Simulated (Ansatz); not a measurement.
Geometry optimisation, Ansatz, RKS PBE0-D4/def2-SVP.

input.yaml

```yaml
crystal:
  periodic: [false, false, false]
  atoms:
    - { symbol: Si, position_ang: [0.373924, -0.557693, -0.502698] }
    - { symbol: H, position_ang: [-1.279149, -0.405758, 1.593866] }
    - { symbol: H, position_ang: [1.348796, -0.377715, -1.627648] }
    - { symbol: Si, position_ang: [-0.617744, 1.572836, -0.269869] }
    - { symbol: H, position_ang: [-2.052137, 1.508848, 0.156158] }
    - { symbol: H, position_ang: [0.123759, 2.411374, 0.726369] }
    - { symbol: H, position_ang: [-0.566923, 2.260617, -1.598827] }
    - { symbol: Si, position_ang: [-1.23621, -2.092827, -1.242951] }
    - { symbol: H, position_ang: [-2.150648, -2.498002, -0.129645] }
    - { symbol: H, position_ang: [-2.055766, -1.440327, -2.311907] }
    - { symbol: H, position_ang: [-0.597416, -3.322336, -1.806238] }
    - { symbol: "N", position_ang: [1.284251, -1.259224, 0.864051] }
    - { symbol: H, position_ang: [0.825602, -1.889692, 1.509985] }
    - { symbol: H, position_ang: [2.019215, -0.724261, 1.315459] }
    - { symbol: H, position_ang: [-0.635755, -0.576539, 1.862994] }
basis:
  gaussian: { orbitals: def2-SVP }
hamiltonian:
  xc: pbe0
  dispersion: d4
relax:
  f_tol: 0.03
  max_steps: 50
```

Launched with:

```bash
$ ansatz run input.yaml --threads 4 --pin off --max-ram 5120MiB --backend cpu --events-out ev --progress --plain --runs-dir out
```

Task: Where does it end, and by what steps?

Result: It converged. The force dipped under the threshold on the way, but the program's further checks kept it going. After 28 steps the energy has fallen by 0.357 eV; H2 moved furthest, 1.36 Å.

```
step  energy less start (eV)  largest force component (eV/Å)  accepted
   0                  0.0000                           1.844       yes
   1                 -0.1543                           0.478       yes
   2                 -0.2162                           0.310       yes
   3                 -0.2504                           0.130       yes
   4                 -0.2665                           0.080       yes
   5                 -0.2756                           0.111       yes
   6                 -0.2695                           0.727        no
   7                 -0.2798                           0.075       yes
   8                 -0.2815                           0.264       yes
   9                 -0.2906                           0.259       yes
  10                 -0.3012                           0.236       yes
  11                 -0.2164                           2.749        no
  12                 -0.3159                           0.367       yes
  13                 -0.3258                           0.588       yes
  14                 -0.3365                           0.340       yes
  15                 -0.3482                           0.037       yes
  16                 -0.3421                           0.435        no
  17                 -0.3518                           0.060       yes
  18                 -0.3521                           0.134       yes
  19                 -0.3532                           0.062       yes
  20                 -0.3536                           0.033       yes
  21                 -0.3544                           0.029       yes
  22                 -0.3551                           0.072       yes
  23                 -0.3555                           0.079       yes
  24                 -0.3560                           0.061       yes
  25                 -0.3564                           0.036       yes
  26                 -0.3568                           0.050       yes
  27                 -0.3569                           0.038       yes
  28                 -0.3570                           0.022       yes
```

```xyz
15
Properties=species:S:1:pos:R:3
Si 0.442 -0.508 -0.693
H -1.639 -0.901 2.812
H 1.468 -0.435 -1.794
Si -0.481 1.631 -0.425
H -1.690 1.575 0.452
H 0.516 2.557 0.203
H -0.871 2.190 -1.757
Si -1.215 -2.030 -1.354
H -2.405 -1.933 -0.454
H -1.645 -1.742 -2.758
H -0.692 -3.433 -1.298
N 1.040 -1.026 0.864
H 1.328 -1.992 0.986
H 1.648 -0.408 1.392
H -1.022 -0.935 2.362
```

Whether the end is a true minimum wasn't checked by a vibrational analysis.

Run time: 54 s on 4 threads of Arm Neoverse V1 (shared host), peak memory 0.32 GiB.
